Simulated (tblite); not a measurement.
Compound: CH7N3Si.
Bonds: C1–N2 (double), N2–Si3, Si3–N4, Si3–N5. Hydrogens: H6, H7 on C1; H8 on Si3; H9, H10 on N4; H11, H12 on N5.

Computed with GFN2-xTB (tblite), gas phase: L-BFGS steps from a force-field or distance-geometry start until the largest atomic force falls under 0.01 eV/Å.

The end geometry, which sets the zero of energy:
```
atom  x, y, z in Å
C1      2.1339   -0.4346   -0.1090
N2      1.0958   -0.6592    0.5417
Si3    -0.4727    0.0874    0.5461
N4     -0.5796    1.4059   -0.5699
N5     -1.7245   -0.9796    0.0214
H6      2.2525    0.3672   -0.8464
H7      3.0094   -1.0632    0.0459
H8     -0.7015    0.3548    1.9653
H9      0.0825    2.1575   -0.4641
H10    -1.4944    1.7875   -0.7494
H11    -1.8432   -1.8249    0.5543
H12    -1.7571   -1.1994   -0.9620
```

Question: These geometries come from the run, each turned onto the end geometry. Order them by energy, lowest first.
A.
```
atom  x, y, z in Å
C1      2.1826   -0.3794   -0.0321
N2      1.0642   -0.7374    0.3823
Si3    -0.4872    0.0426    0.4568
N4     -0.6829    1.3889   -0.6112
N5     -1.7786   -1.0284    0.0659
H6      2.3843    0.5668   -0.5587
H7      3.0478   -1.0290    0.1207
H8     -0.6083    0.3092    1.8898
H9      0.1346    1.8869   -0.9354
H10    -1.4315    2.0380   -0.4285
H11    -1.7852   -1.9252    0.5260
H12    -2.0389   -1.1335   -0.9016
```
B.
```
atom  x, y, z in Å
C1      2.1586   -0.4276   -0.0890
N2      1.0802   -0.7014    0.4698
Si3    -0.4678    0.0825    0.5256
N4     -0.5945    1.3901   -0.6023
N5     -1.7497   -0.9730    0.0536
H6      2.3463    0.4657   -0.6967
H7      3.0034   -1.1071    0.0169
H8     -0.6400    0.3503    1.9527
H9      0.0561    2.1525   -0.5052
H10    -1.5156    1.7608   -0.7778
H11    -1.8215   -1.8400    0.5589
H12    -1.8544   -1.1535   -0.9328
```
C.
```
atom  x, y, z in Å
C1      2.0444   -0.3141   -0.0235
N2      0.9956   -0.8114    0.4162
Si3    -0.5293    0.0243    0.5335
N4     -0.6349    1.3438   -0.5837
N5     -1.7587   -1.1020    0.0798
H6      2.1627    0.7168   -0.3757
H7      2.9438   -0.9087   -0.0653
H8     -0.6661    0.4516    1.9186
H9      0.1515    1.5300   -1.1850
H10    -1.0216    2.2277   -0.3031
H11    -1.6736   -2.0328    0.4611
H12    -2.0127   -1.1259   -0.8991
```
D.
```
atom  x, y, z in Å
C1      2.1951   -0.4172   -0.0721
N2      1.0819   -0.7101    0.4014
Si3    -0.4700    0.0598    0.4831
N4     -0.6487    1.3755   -0.6280
N5     -1.7760   -0.9834    0.0642
H6      2.4249    0.4892   -0.6431
H7      3.0329   -1.0950    0.0860
H8     -0.5954    0.3563    1.9123
H9      0.0661    2.0803   -0.6084
H10    -1.5499    1.8295   -0.6510
H11    -1.8335   -1.8617    0.5516
H12    -1.9262   -1.1238   -0.9222
```
E.
```
atom  x, y, z in Å
C1      2.0503   -0.3164   -0.0081
N2      0.9837   -0.8922    0.4290
Si3    -0.5079    0.0346    0.5268
N4     -0.5978    1.3931   -0.6102
N5     -1.8575   -1.0706    0.0963
H6      2.0162    0.7227   -0.3289
H7      2.9495   -0.8922   -0.0562
H8     -0.6123    0.4844    1.9407
H9      0.1944    1.5032   -1.2477
H10    -1.0651    2.2271   -0.2479
H11    -1.5958   -2.0413    0.4268
H12    -1.9567   -1.1530   -0.9467
```

Answer: B (0.004 eV), D (0.016 eV), A (0.053 eV), C (0.137 eV), E (0.512 eV).

In the order of the answer:

```csv
step,E above end (eV),largest force (eV/Å),rms force component (eV/Å),rms distance from end (Å),rms bond change (Å),bond most changed (Å)
67,0.004,0.05,0.016,0.080,0.001,N2–Si3 -0.001
48,0.016,0.17,0.049,0.138,0.002,Si3–N5 -0.003
32,0.053,0.21,0.063,0.260,0.003,C1–H6 +0.006
8,0.137,0.41,0.132,0.429,0.004,C1–H7 -0.010
0,0.512,2.80,0.877,0.458,0.037,Si3–N5 +0.070
```

The cost below is that of the whole relaxation. The run took 0.3 s of wall time on one thread, Arm Neoverse V2 (aarch64), no GPU, on a shared host.
